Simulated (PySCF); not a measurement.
Compound: C₃H₈N₂O₂Si.
SMILES: `CO[Si@@H](N)OCC#N`

A PySCF run (density fitting, gas phase, GFN2-xTB geometry) gave HOMO -6.63 eV, LUMO -0.81 eV, dipole 3.66 D and E = -676.384 Eh.

Problem. Which of these levels was it?
A. PBE0/def2-SVPD
B. KT3/pcSseg-1
C. PBE0/IGLO-II

Solution. B. It is KT3/pcSseg-1. All candidates on this geometry:

```
                              level and settings           kind  basis functions  SCF cycles     E (Eh)  HOMO (eV)  LUMO (eV)  dipole (D)
                                    KT3/pcSseg-1            GGA              183          16  -676.3842      -6.63      -0.81        3.66
PBE0/def2-SVPD, grid level 4, level shift 0.3 Eh  global hybrid              234          13  -667.7508      -8.18       0.02        3.77
                                    PBE0/IGLO-II  global hybrid              237          15  -668.1973      -8.02       0.25        3.77
```

The nearest other candidate, by the summed differences of HOMO and LUMO, is PBE0/def2-SVPD: its HOMO differs by -1.55 eV and its LUMO by +0.83 eV. Cycle counts include a coarse-grid stage where the run had one. KT3 was designed for NMR shieldings or shifts; total energies of different functionals aren't comparable.

The values belong to the conformer `[CH3:1][O:2][Si@@H:3]([NH2:4])[O:5][CH2:6][C:7]#[N:8]`: C1–O2–Si3–N4 -172°, O2–Si3–O5–C6 -176°, Si3–O5–C6–C7 -86°, H–N4–Si3–O2 62°, H–N4–Si3–O2 -71°.
